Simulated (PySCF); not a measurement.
[Tb(OH)4]− at several levels of theory

Computed with PySCF 2.14.0 (density fitting, no spin-orbit coupling) at the geometry relaxed with PBE0:

```xyz
9
[Tb(OH)4]− (singlet in the valence; each metal's 4f electrons, 8 of them, lie in its core potential, out of spins and levels)
Tb    0.0000    0.0000    0.0000
O     1.3373    1.0981    1.2303
H     1.9316    1.6004    1.7804
O    -1.3373   -1.0981    1.2303
H    -1.9316   -1.6004    1.7804
O     1.0981   -1.3373   -1.2303
H     1.6004   -1.9316   -1.7804
O    -1.0981    1.3373   -1.2303
H    -1.6004    1.9316   -1.7804
```

```
 level                                              basis    state  HOMO (eV)  gap (eV)  charge on Tb1 (e)  population of f-type functions on Tb1 (polarisation alone where 4f lies in the core)  dipole about the centre of mass (D)  largest force component (eV/Å)
  PBE0  Tb lcecp-1-SVP with ECP54, O def2-SVP, H def2-SVP  singlet      -2.33      6.52               0.81                                                                                  0.09                                 0.00                            0.01
revPBE                                           the same  singlet      -0.59      4.21               0.57                                                                                  0.09                                 0.00                            0.39
 wB97X                                           the same  singlet      -4.83     10.50               0.79                                                                                  0.09                                 0.00                            0.12
```

In the lcecp rows the 4f levels are missing from HOMO and gap, and the state counts the valence alone.

Charges are Mulliken's, which hang on the basis. The relaxation used the grid (50, 194), these runs (75, 302) or, all-electron (x2c bases, spin-free X2C Hamiltonian), (99, 590).

**Question.** What does PBE0 with Tb lcecp-1-TZVP with ECP54, O def2-TZVP, H def2-TZVP give here?

**Answer.** state singlet, HOMO (eV) -2.74, gap (eV) 6.65, charge on Tb1 (e) 1.51, population of f-type functions on Tb1 (polarisation alone where 4f lies in the core) 0.10, dipole about the centre of mass (D) 0.00, largest force component (eV/Å) 0.21. Time: 16 s on 2 threads of Arm Neoverse V2, with other jobs on the host, from free ions and atoms.

In the first row's basis the gap widens with exact exchange: 4.2 eV for revPBE (none); 6.5 eV for PBE0 (a fixed share); 10.5 eV for wB97X (rising or full at long range).

An lcecp potential fixes the number of 4f electrons, so in runs with it no electron can move into or out of that shell.
